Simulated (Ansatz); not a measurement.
Consider the substitution at a C–Si bond: `OC(F)([SiH3])Cl` + HCl → `OC(F)(Cl)Cl` + SiH₄.

Program: Ansatz. Geometries: PBE0-D4/def2-TZVP. ΔE: electronic, gas phase. CBS: MP2 limit from def2 TZ/QZ plus the TZ coupled-cluster correction, frozen cores. This one scheme is used for every species. DFT in def2-TZVPP. B3LYP here is the variant with VWN-RPA as its local correlation; programs differ in this. One conformer a species, not always the lowest.

`OC(F)([SiH3])Cl`:

Z-matrix (Å, degrees):
```
C
F 1 1.371
Si 1 1.920 2 110.9
O 1 1.351 2 110.1 3 -123.5
Cl 1 1.817 2 105.2 3 116.9
H 3 1.483 1 107.9 2 -63.9
H 3 1.480 1 107.8 2 176.0
H 3 1.480 1 107.1 2 55.8
H 4 0.967 1 109.6 2 -61.2
```

HCl:

Cartesian coordinates in Å:
```
Cl 0.625 -0.018 0.132
H -0.625 0.018 -0.132
```

`OC(F)(Cl)Cl`:

Cartesian coordinates in Å:
```
O -0.190 -0.965 -0.597
C -0.162 0.092 0.229
F -1.169 -0.048 1.080
Cl -0.372 1.640 -0.645
Cl 1.361 0.178 1.166
H 0.531 -0.896 -1.232
```

SiH₄:

Cartesian coordinates in Å:
```
Si 0.000 0.000 0.000
H 0.530 -0.800 -1.133
H -0.833 1.110 -0.526
H 1.131 0.558 0.783
H -0.827 -0.868 0.875
```

```json
{"level": "LDA (SPW92)", "ΔE (kJ/mol)": "43.4", "difference from CCSD(T)/CBS": "-13.4"}
{"level": "revPBE-D4", "ΔE (kJ/mol)": "46.5", "difference from CCSD(T)/CBS": "-10.3"}
{"level": "PBE0-D4", "ΔE (kJ/mol)": "49.7", "difference from CCSD(T)/CBS": "-7.1"}
{"level": "B3LYP-D4", "ΔE (kJ/mol)": "53.5", "difference from CCSD(T)/CBS": "-3.3"}
{"level": "r2SCANh-D4", "ΔE (kJ/mol)": "48.2", "difference from CCSD(T)/CBS": "-8.6"}
{"level": "r2SCAN0-D4", "ΔE (kJ/mol)": "49.5", "difference from CCSD(T)/CBS": "-7.3"}
{"level": "ωB97M-V", "ΔE (kJ/mol)": "52.1", "difference from CCSD(T)/CBS": "-4.7"}
{"level": "revPBE", "ΔE (kJ/mol)": "45.5", "difference from CCSD(T)/CBS": "-11.3"}
{"level": "PBE0", "ΔE (kJ/mol)": "47.9", "difference from CCSD(T)/CBS": "-8.9"}
{"level": "r2SCANh", "ΔE (kJ/mol)": "47.5", "difference from CCSD(T)/CBS": "-9.3"}
{"level": "r2SCAN0", "ΔE (kJ/mol)": "48.7", "difference from CCSD(T)/CBS": "-8.1"}
{"level": "LC-ωPBE", "ΔE (kJ/mol)": "52.5", "difference from CCSD(T)/CBS": "-4.3"}
{"level": "HF/def2-SVP", "ΔE (kJ/mol)": "54.1", "difference from CCSD(T)/CBS": "-2.7"}
{"level": "CCSD/def2-SVP", "ΔE (kJ/mol)": "46.7", "difference from CCSD(T)/CBS": "-10.1"}
{"level": "MP2/def2-QZVPP", "ΔE (kJ/mol)": "54.6", "difference from CCSD(T)/CBS": "-2.2"}
{"level": "HF/CBS(def2)", "ΔE (kJ/mol)": "53.1", "difference from CCSD(T)/CBS": "-3.7"}
{"level": "CCSD(T)/CBS", "ΔE (kJ/mol)": "56.8", "difference from CCSD(T)/CBS": "0"}
```

Largest T1 diagnostic among the species: 0.012.

At CCSD(T), def2-SVP lies −12.2 kJ/mol from the extrapolated value and def2-TZVPP −2.0 kJ/mol. Leaving LDA and LC-ωPBE aside and taking each functional with its dispersion term where it has one, the values, not all of them listed here, spread over 13.0 kJ/mol, from B97M-V to BHLYP-D4.

CCSD(T)/CBS has its own doubt, a few kJ/mol and more with outer-core shells, so smaller differences from it don't rank the levels.
